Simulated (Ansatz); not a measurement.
Consider the ligand exchange at the Al–C bond: `[NH2][AlH][CH]1CC1` + CH₃OH → `C[O][AlH][NH2]` + `C1CC1`.

Calculated with Ansatz (gas phase, PBE0-D4/def2-TZVP geometries, no zero-point term in ΔE). CCSD(T)/CBS adds triple-zeta CCSD(T) − MP2 to the extrapolated MP2 energy (def2 sets, frozen cores). This one scheme is used for every species. DFT in def2-TZVPP. B3LYP here is the variant with VWN-RPA as its local correlation; programs differ in this. Each species was taken in one conformer, which may not be the lowest.

`[NH2][AlH][CH]1CC1`:

Z-matrix (Å, degrees):
```
C
Al 1 1.931
C 1 1.519 2 120.5
C 1 1.519 2 120.6 3 69.1
H 1 1.087 2 117.5 3 -145.3
N 2 1.771 1 118.0 3 -35.2
H 2 1.586 1 124.8 3 144.7
H 3 1.084 1 117.6 2 -142.4
H 3 1.085 1 118.5 2 0.9
H 4 1.084 1 117.6 2 142.6
H 4 1.085 1 118.5 2 -0.7
H 6 1.007 2 125.9 1 -0.1
H 6 1.007 2 124.2 1 179.9
```

CH₃OH:

Z-matrix (Å, degrees):
```
C
O 1 1.409
H 1 1.097 2 112.4
H 1 1.090 2 107.0 3 -118.5
H 1 1.097 2 112.4 3 123.0
H 2 0.959 1 108.5 3 -61.6
```

`C[O][AlH][NH2]`:

```xyz
10

C    -1.306    0.713    1.289
O    -0.157    0.178    0.706
Al    0.285   -0.256   -0.863
N     1.905   -0.905   -1.095
H    -1.078    1.672    1.768
H    -2.110    0.884    0.562
H    -1.690    0.037    2.061
H    -0.711   -0.090   -2.077
H     2.276   -1.197   -1.984
H     2.587   -1.037   -0.366
```

`C1CC1`:

Z-matrix (Å, degrees):
```
C
C 1 1.497
C 1 1.497 2 60.0
H 1 1.083 2 118.0 3 107.9
H 1 1.083 2 118.0 3 -107.9
H 2 1.083 1 118.0 3 -107.9
H 2 1.083 1 118.0 3 107.9
H 3 1.083 1 118.0 2 107.9
H 3 1.083 1 118.0 2 -107.9
```

```tsv
level	ΔE (kcal/mol)	difference from CCSD(T)/CBS
PBE-D4	-29.4	1.8
PBE0-D4	-30.2	1.0
B3LYP-D4	-32.5	-1.3
ωB97X-V	-31.9	-0.7
B2PLYP	-33.3	-2.1
PBE	-30.2	1.0
PBE0	-30.9	0.3
B3LYP	-33.6	-2.4
HF/def2-TZVPP	-36.0	-4.8
MP2/def2-TZVPP	-31.8	-0.6
SCS-MP2/def2-TZVPP	-32.5	-1.3
CCSD(T)/def2-TZVPP	-31.5	-0.3
HF/def2-QZVPP	-36.2	-5.0
HF/CBS(def2)	-36.2	-5.0
MP2/CBS(def2)	-31.4	-0.2
CCSD/CBS(def2)	-32.0	-0.8
CCSD(T)/CBS	-31.2	0
```

Largest T1 diagnostic among the species: 0.011.

The D4 term adds +1.2 kcal/mol with B3LYP and +0.7 kcal/mol with PBE0; it sums over pairs of atoms, weighted by their polarisabilities, and B3LYP, whose exchange is more repulsive, gets the larger term. In def2-TZVPP, CCSD(T) changes the Hartree–Fock value by +4.4 kcal/mol (the triples alone add +0.8 kcal/mol) and MP2 by +4.2 kcal/mol.
